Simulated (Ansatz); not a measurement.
Consider the formal exchange of groups at the Si–N bond: `C=C=C(F)N[SiH3]` + `C#CC=S` → `[SiH3]C#CC=S` + `C=C=C(N)F`.

Calculated with Ansatz (gas phase, PBE0-D4/def2-TZVP geometries, no zero-point term in ΔE). CCSD(T)/CBS adds triple-zeta CCSD(T) − MP2 to the extrapolated MP2 energy (def2 sets, frozen cores). DFT in def2-TZVPP. B3LYP here is the variant with VWN-RPA as its local correlation; programs differ in this. Each species was taken in one conformer, which may not be the lowest.

```tsv
level	ΔE (kcal/mol)	difference from CCSD(T)/CBS
r2SCAN-D4	0.9	-1.8
PBE0-D4	1.1	-1.6
PBE	-0.5	-3.2
B3LYP	0.8	-1.9
SCS-MP2/def2-TZVPP	2.4	-0.3
CCSD(T)/def2-TZVPP	2.3	-0.4
HF/def2-QZVPP	2.4	-0.3
SCS-MP2/def2-QZVPP	2.6	-0.1
HF/CBS(def2)	2.4	-0.3
CCSD/CBS(def2)	2.9	0.2
CCSD(T)/CBS	2.7	0
```

Largest T1 diagnostic among the species: 0.016.

From PBE to PBE0 (25 % exact exchange), in def2-TZVPP and without D4, ΔE moves by +0.8 kcal/mol. The D4 term adds +1.4 kcal/mol with B3LYP and +0.8 kcal/mol with PBE0; it sums over pairs of atoms, weighted by their polarisabilities, and B3LYP, whose exchange is more repulsive, gets the larger term.
